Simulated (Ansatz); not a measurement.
# Pulling the pair apart

The pair of Cu⁺ (SMILES [Cu+], atom 1) and HBr (SMILES Br, atoms 2–3), both closed shells, in one local arrangement (a lower one may exist), relaxed at PBE0-D4/def2-TZVP:

```
3
angstrom
Cu -0.0843 -0.0616 -1.6886
Br -0.5032 -0.3676 0.6033
H 0.5874 0.4291 1.0853
```

HBr is shifted rigidly along the line between the mean atom positions of the two fragments (negative: closer). Counterpoise interaction energies in kJ/mol. Computed with Ansatz 0.2.0 (basis: def2-TZVPPD); correlated methods freeze the cores. The 3s and 3p shells of Cu and Zn are frozen; filled d shells are correlated. The def2 sets are not built for correlating such inner shells, so the correlated values are less sure here. B3LYP uses VWN-RPA correlation.

```json
{"shift (Å)": "-0.23", "r2SCAN-D4": "-148.0", "MP2": "-94.7", "B3LYP-D4": "-119.0"}
{"shift (Å)": "-0.12", "r2SCAN-D4": "-160.9", "MP2": "-111.1", "B3LYP-D4": "-137.5"}
{"shift (Å)": "0.00", "r2SCAN-D4": "-161.9", "MP2": "-115.6", "B3LYP-D4": "-143.2"}
{"shift (Å)": "0.12", "r2SCAN-D4": "-155.9", "MP2": "-113.0", "B3LYP-D4": "-141.1"}
{"shift (Å)": "0.28", "r2SCAN-D4": "-141.5", "MP2": "-103.1", "B3LYP-D4": "-131.1"}
{"shift (Å)": "0.59", "r2SCAN-D4": "-110.1", "MP2": "-78.9", "B3LYP-D4": "-106.0"}
{"shift (Å)": "1.17", "r2SCAN-D4": "-61.3", "MP2": "-41.6", "B3LYP-D4": "-61.5"}
{"shift (Å)": "2.35", "r2SCAN-D4": "-19.7", "MP2": "-13.7", "B3LYP-D4": "-19.8"}
```

(1) What does CCSD(T) give at these shifts? (Judge from chemistry; the value comes from the calculation.)

The T1 diagnostic stays at or below 0.016.

## Answers

(1) The calculation gives: -80.5, -101.0, -108.6, -108.4, -100.8, -78.5, -41.8, -13.6 kJ/mol. For zero shift, CCSD(T) at an estimated basis limit (MP2 extrapolated from triple and quadruple zeta, plus CCSD(T) − MP2 in triple zeta) gives -127.1 kJ/mol. These are counterpoise interaction energies, counted from the two frozen fragments.

For scale, one of the runs: CCSD(T)/def2-TZVPPD, 141 basis functions, launched by `ansatz run in.yaml --threads 2 --pin off --events-out ev --progress --plain --max-ram 5222MiB`. Hardware: 2 CPU threads of an Arm Neoverse N1, shared host. Wall time about 21 s.
